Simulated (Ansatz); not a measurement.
Stretching the N2–H4 bond in iminoborane (SMILES B=N) (multiplicity 1 held, fragments rigid). Energies count from the point at 0.992 Å.
Geometry at that point (charge 0, multiplicity 1):
```xyz
4

B      0.0000     0.0000    -0.6921
N      0.0000     0.0000     0.5409
H      0.0000     0.0000    -1.8589
H      0.0000     0.0000     1.5328
```

R- and RO- levels are restricted; in cc, def2 and unpolarised 6-31G sets they are followed outwards from rest. Unrestricted levels (U-) break spin symmetry where that is lower. Left out are points that failed, MP2 points that dive below the minimum, coupled-cluster points behind a jump of the amplitudes or a sharp parting from full CI or MRCI, small-basis points behind a change of solution, and semi-empirical points at long bonds. Curves can end on different states.

Cores are frozen in the correlated methods.

Codes used: Ansatz (Gaussian basis) for Hartree–Fock, density functionals and correlated methods. Each number belongs to the level named beside it.

Energies in kcal/mol.

| R (Å) | R-HF/cc-pVDZ | U-HF/cc-pVDZ | U-SCS-MP2/cc-pVDZ | R-CCSD/cc-pVDZ | R-CCSDT/cc-pVDZ |
|---|---|---|---|---|---|
| 0.793 | 36.9 | 36.9 | 40.6 | 40.4 | 40.7 |
| 0.893 | 6.8 | 6.8 | 8.7 | 8.6 | 8.7 |
| 0.992 | 0.0 | 0.0 | 0.0 | 0.0 | 0.0 |
| 1.091 | 6.0 | 6.0 | 4.0 | 4.1 | 3.9 |
| 1.190 | 18.8 | 18.8 | 14.7 | 14.9 | 14.5 |
| 1.339 | 43.6 | 43.6 | 36.2 | 36.5 | 35.7 |
| 1.488 | 70.3 | 70.3 | 59.3 | 59.4 | 58.1 |
| 1.736 | 112.1 | 103.0 | 114.6 | 93.8 | 91.4 |
| 1.984 | 147.6 | 113.3 | 144.7 | 120.2 | 116.1 |
| 2.281 | 181.7 | 108.2 | 140.4 | 140.9 | 134.2 |
| 2.678 | 215.2 | 105.4 | 138.0 | left out | left out |
| 3.174 | 243.5 | 104.5 | 137.3 | left out | left out |

Doubts at one or more of the structures used: a restricted determinant that unrestricted orbitals would lower (R-HF/cc-pVDZ, R-CCSD/cc-pVDZ, R-CCSDT/cc-pVDZ); a spin-contaminated determinant (U-HF/cc-pVDZ, U-SCS-MP2/cc-pVDZ); other coupled-cluster roots lie near (R-CCSD/cc-pVDZ, R-CCSDT/cc-pVDZ); T1 above 0.05 (R-CCSD/cc-pVDZ, R-CCSDT/cc-pVDZ).

Ansatz is a quantum-chemistry and plane-wave program.
